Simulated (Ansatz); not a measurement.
Compare A (`OC1[SiH2]C1(F)F`) with its isomer B (`C=C(F)[SiH](O)F`).

Computed with Ansatz on PBE0-D4/def2-TZVP structures; ΔE is electronic, products minus reactants. CBS: MP2 limit from def2 TZ/QZ plus the TZ coupled-cluster correction, frozen cores. DFT in def2-TZVPP. B3LYP here is the variant with VWN-RPA as its local correlation; programs differ in this. Each species was taken in one conformer, which may not be the lowest.

Q: Which is lower in electronic energy at CCSD(T)/CBS, and by how much? (An estimate is asked.)

A: The calculation gave: B, by 483.9 kJ/mol.

Q: Give E(B) − E(A) in kJ/mol with B2PLYP, CCSD/def2-TZVPP, B3LYP-D4, PBE0-D4, HF/def2-TZVPP, PBE-D4, MP2/def2-TZVPP. (Best estimate.)

A: The calculation gave: B2PLYP -483.0, CCSD/def2-TZVPP -485.1, B3LYP-D4 -473.0, PBE0-D4 -440.8, HF/def2-TZVPP -518.5, PBE-D4 -425.7, MP2/def2-TZVPP -491.2. None reverses the order clearly.

Largest T1 diagnostic: 0.013.

In def2-TZVPP, CCSD(T) changes the Hartree–Fock value by +39.4 kJ/mol (the triples alone add +6.0 kJ/mol) and MP2 by +27.3 kJ/mol. From PBE to PBE0 (25 % exact exchange), in def2-TZVPP and without D4, E(B) − E(A) moves by −15.0 kJ/mol.
